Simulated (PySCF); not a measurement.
Some computed properties have been withheld. Give your best values.

C3H6F3NSi.
Z-matrix (Å and degrees, PBE0-D3(BJ)/def2-SVP geometry), rows numbered from 1:
```
F 
C   1  1.3361
F   2  1.3376  1  107.40
F   2  1.3336  1  107.69  3  -115.55
C   2  1.5080  1  111.30  3   122.35
C   5  1.5097  2  112.77  1   -61.40
N   6  1.2596  5  127.32  2   134.59
Si  7  1.7466  6  133.59  5    -2.29
H   5  1.1028  2  106.93  1   178.89
H   5  1.0988  2  108.34  1    62.72
H   6  1.1084  5  113.86  2   -46.97
H   8  1.4907  7  106.89  6   117.47
H   8  1.5032  7  115.90  6    -3.50
H   8  1.4893  7  107.01  6  -124.71
```

| property | level | value |
| --- | --- | --- |
| point group | PBE0-D3(BJ)/def2-SVP | C1 |
| rotational constants A, B, C | PBE0-D3(BJ)/def2-SVP | 3.802, 0.758, 0.723 GHz |
| dipole moment | wB97X-D/def2-SVPD | 1.69 D |
| HOMO energy | wB97X-D/def2-SVPD | -9.26 eV |
| LUMO energy | wB97X-D/def2-SVPD | ? |
| lowest singlet excitation | TDDFT wB97X-D/def2-SVPD | 4.11 eV (302 nm, f = 0.001) |
| strongest line among the 10 lowest singlet transitions | TDDFT wB97X-D/def2-SVPD | S5 at 7.63 eV (162 nm, f = 0.442) |
| lowest triplet excitation (Tamm–Dancoff) | TDA wB97X-D/def2-SVPD | 3.58 eV |
| static isotropic polarisability | wB97X-D/def2-SVPD | 74.6 au |
| vertical ionisation energy | ΔSCF wB97X-D/def2-SVPD | ? |
| electronic spatial extent ⟨r²⟩ about the centre of nuclear charge | wB97X-D/def2-SVPD | 1524 bohr² |
| 13C chemical shifts (computed TMS as zero) by class | GIAO PBE0/pcSseg-1 | ? |
| 1H chemical shifts (computed TMS as zero) by class | GIAO PBE0/pcSseg-1 | 8.71 (H11), 4.98 (H12/H13/H14), 2.78 (H9/H10) ppm |
| isotropic shieldings of nuclei other than C and H, by class | GIAO PBE0/pcSseg-1 | -131 (N7), 255 (F1/F3/F4), 419 (Si8) ppm |

Gas-phase values; electronic properties from PySCF, density fitting. Geometry: PBE0-D3(BJ)/def2-SVP, one conformer, isolated molecule. NMR classes are plain means over equivalent atoms (diastereotopic ones count apart unless rotation or inversion swaps them), as if these changed places fast; in this geometry the members of some classes differ.

(1) The LUMO energy?

(2) What is the vertical ionisation energy?

(3) What are the 13C chemical shifts (computed TMS as zero) by class?

Answers

(1) 0.57 eV.

(2) 9.44 eV.

(3) 175.8 (C6), 129.6 (C2), 44.5 (C5) ppm.

In wavenumbers S1 is 33100 cm⁻¹ (1 eV = 8065.54 cm⁻¹). The ΔSCF ionisation energy exceeds −ε(HOMO) by 0.18 eV with wB97X-D. The polarisability is 11.06 Å³ as a volume (1 au = 0.148185 Å³), or 1.04 au for each of the 72 electrons.
